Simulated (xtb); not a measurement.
nickel atom (Ni), triplet (GFN-xTB shapes and energies of metal compounds can be far from the true ones); GFN2-xTB (xtb).

The xtb input:
```
$ xtb mol.xyz --gfn 2 --uhf 2 --acc 30 --json

# file mol.xyz
1

Ni     0.00000000     0.00000000     0.00000000
```

It wrote (shortened):

```
   ID    Z sym.   atoms
    1   28 Ni     1

           -------------------------------------------------
          |                Calculation Setup                |
           -------------------------------------------------

           -------------------------------------------------
          |                 G F N 2 - x T B                 |
           -------------------------------------------------

          ...................................................
          :                      SETUP                      :
          :.................................................:
          :  # basis functions                  10          :
          :  # atomic orbitals                   9          :
          :  # shells                            3          :
          :  # electrons                        10          :
          :  max. iterations                   250          :
          :  Hamiltonian                  GFN2-xTB          :
          :  restarted?                      false          :
          :  GBSA solvation                  false          :
          :  PC potential                    false          :
          :  electronic temp.          300.0000000     K    :
          :  accuracy                   30.0000000          :
          :  -> integral cutoff          0.2000000E+02      :
          :  -> integral neglect         0.3000000E-06      :
          :  -> SCF convergence          0.3000000E-04 Eh   :
          :  -> wf. convergence          0.3000000E-02 e    :
          :  Broyden damping             0.4000000          :
          :  net charge                          0          :
          :  unpaired electrons                  2          :
          ...................................................

 iter      E             dE          RMSdq      gap      omega  full diag
   1     -4.5217999 -0.452180E+01  0.141E+01    5.65       5.6  T
   2     -4.5217999  0.000000E+00  0.113E+01    5.66       5.7  T
   3     -4.5217999  0.000000E+00  0.871E+00    5.69       5.7  T
   4     -4.5217999  0.000000E+00  0.697E+00    5.72       5.7  T
   5     -4.5217999  0.000000E+00  0.558E+00    5.75       5.7  T
   6     -4.5217999  0.000000E+00  0.446E+00    5.77       5.8  T
   7     -4.5217999  0.000000E+00  0.357E+00    5.80       5.8  T
   8     -4.5217999  0.000000E+00  0.285E+00    5.82       5.8  T
   9     -4.5217999  0.000000E+00  0.228E+00    5.84       5.8  T
[...]
         :: total energy              -4.521799939018 Eh    ::
[...]

         #    Occupation            Energy/Eh            Energy/eV
      -------------------------------------------------------------
         1        1.8000           -0.3693705             -10.0511
         2        1.8000           -0.3693705             -10.0511
         3        1.8000           -0.3693705             -10.0511
         4        1.8000           -0.3693705             -10.0511
         5        1.8000           -0.3693705             -10.0511
         6        1.0000           -0.2204511              -5.9988 (HOMO)
         7                         -0.0030159              -0.0821 (LUMO)
         8                         -0.0030159              -0.0821
         9                         -0.0030159              -0.0821
      -------------------------------------------------------------
                  HL-Gap            0.2174352 Eh            5.9167 eV
             Fermi-level           -0.2398935 Eh           -6.5278 eV

     #   Z          covCN         q      C6AA      α(0)
     1  28 Ni       0.000     0.000   589.488    65.147

 Mol. C6AA /au·bohr⁶  :        589.487754
 Mol. C8AA /au·bohr⁸  :      49394.827127
 Mol. α(0) /au        :         65.147166

Wiberg/Mayer (AO) data.
largest (>0.10) Wiberg bond orders for each atom

 ---------------------------------------------------------------------------
     #   Z sym  total        # sym  WBO       # sym  WBO       # sym  WBO
 ---------------------------------------------------------------------------
     1  28 Ni   0.000
 ---------------------------------------------------------------------------

molecular dipole:
                 x           y           z       tot (Debye)
 q only:        0.000       0.000       0.000
   full:        0.000       0.000       0.000       0.000
molecular quadrupole (traceless):
                xx          xy          yy          xz          yz          zz
 q only:        0.000       0.000       0.000       0.000       0.000       0.000
  q+dip:        0.000       0.000       0.000       0.000       0.000       0.000
   full:        0.000       0.000       0.000       0.000       0.000       0.000

           -------------------------------------------------
          | TOTAL ENERGY               -4.521799939018 Eh   |
          | GRADIENT NORM               0.000000000000 Eh/α |
          | HOMO-LUMO GAP               5.916711883700 eV   |
           -------------------------------------------------

normal termination of xtb
```
